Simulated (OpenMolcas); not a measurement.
## S III: CASPT2 settings compared

```
Program             : OpenMolcas 26.06
Basis               : ANO-L-VQZP [6s5p3d2f]
Scalar Hamiltonian  : non-relativistic, point nucleus
Active space        : 4 electrons in 8 orbitals (3s 3p 4s 4p)
State averaging     : 2S+1 = 3 even, 3 roots; 2S+1 = 1 even, 6 roots; 2S+1 = 5 odd, 1 root; 2S+1 = 3 odd, 9 roots; 2S+1 = 1 odd, 8 roots
Spin-orbit coupling : state interaction with AMFI integrals over the reference wave functions, term energies averaged over their components
```

Methods on the same reference wave functions:
A. CASSCF
B. SS-CASPT2, IPEA 0.75 Eh, imaginary shift 0.15 Eh (closed shells correlated: none)
C. SS-CASPT2, IPEA 0.3 Eh, real shift 0.2 Eh (closed shells correlated: 2s 2p)
D. XMS-CASPT2, IPEA 0.4 Eh, sigma2 regulariser 0.3 Eh (closed shells correlated: 2s 2p)

Energies in cm-1 above 3s2 3p2 3P0, the measured ground level; measured values from NIST levels in Podobedova, Kelleher and Wiese, J. Phys. Chem. Ref. Data 38, 171 (2009).

| Level | A | B | C | D | Measured |
| --- | --- | --- | --- | --- | --- |
| 3s2 3p2 3P0 | 0.0 | 0.0 | 0.0 | 0.0 | 0.0 |
| 3s2 3p2 3P1 | 258 | 257 | 257 | 256 | 299 |
| 3s2 3p2 3P2 | 727 | 724 | 724 | 723 | 833 |
| 3s2 3p2 1D2 | 13994 | 11210 | 11450 | 11390 | 11323 |
| 3s2 3p2 1S0 | 24981 | 25640 | 26180 | 26850 | 27161 |
| 3s 3p3 5S* 2 | 45978 | 53010 | 54220 | 54910 | 58672 |
| 3s 3p3 3D* 1 | 92368 | 84480 | 82670 | 82430 | 84019 |
| 3s 3p3 3D* 2 | 92392 | 84500 | 82700 | 82460 | 84047 |
| 3s 3p3 3D* 3 | 92448 | 84550 | 82750 | 82510 | 84099 |
| 3s 3p3 3P* 0 | 105386 | 100660 | 100050 | 100410 |  |
| 3s 3p3 3P* 1 | 105413 | 100680 | 100070 | 100440 |  |
| 3s 3p3 3P* 2 | 105463 | 100730 | 100120 | 100480 |  |

Deviations, from unrounded energies. A percentage is the sum of absolute deviations over the sum of measured energies, with the sign that they share, or ± where signs differ.

```csv
Against measurement,Levels,A,B,C,D
mean absolute deviation (cm-1),8,5300,1100,1200,1100
fine structure of the ground term (%),2,-13.0,-13.3,-13.4,-13.4
other terms of the ground configuration (%),2,±12.6,-4.2,±2.9,±1.0
other configurations (%),4,±12.1,±2.3,-2.7,-2.7
```

B, D lie about equally close to measurement and A furthest from it. The largest miss of B in the table is 3s 3p3 5S* 2, by -5700 cm-1. The ranking rests on the paired levels alone, and a cruder setting can come out closer through cancelling errors.

Among B to D the level of the table that moves most is 3s 3p3 3D* 3, by 2000 cm-1 (lowest in D, highest in B). Moves below CASPT2's spread within the term are not significant.

The mean deviations of B to D differ by less than CASPT2's widest spread within a term (370 cm-1), so their order carries little weight.

From A to B the spin-free energies of the other terms of 3s2 3p2 shown, above 3P, scale by factors of 0.79 to 1.03.

The lowest spin-free term lies below A's lowest term by 0.055 hartree in B, 0.099 hartree in C, 0.102 hartree in D.

CASPT2 does not keep the components of a term degenerate, so their means are used; among the terms shown or strongly mixed into the levels shown the widest spread is 370 cm-1 (3s 3p3 3D*, D). Over all roots computed the reference weight is 0.91 to 0.99 in B, 0.91 to 0.99 in C, 0.88 to 0.99 in D; the roots of lowest weight are the least certain, and an intruder state may touch them. Active for correlation alone: 4p 4s; no level in the range computed is led by a configuration that fills them, so any true level of that kind is missing. Terms of s pⁿ other than that of highest spin mix with s² pⁿ⁻² d, which this space lacks; all of them can be thousands of cm-1 off, and some have no real level of that name. Measured partners are found by configuration, term and J. A level has none where our copy of the source lacks it or the pairing is in doubt (some pairs that miss far off the trend of their configuration count as doubtful), and it then counts in no deviation. Levels of configurations outside the active space are missing. The table leaves out levels that lie high or whose names do not pair safely across all columns.

* marks odd parity.
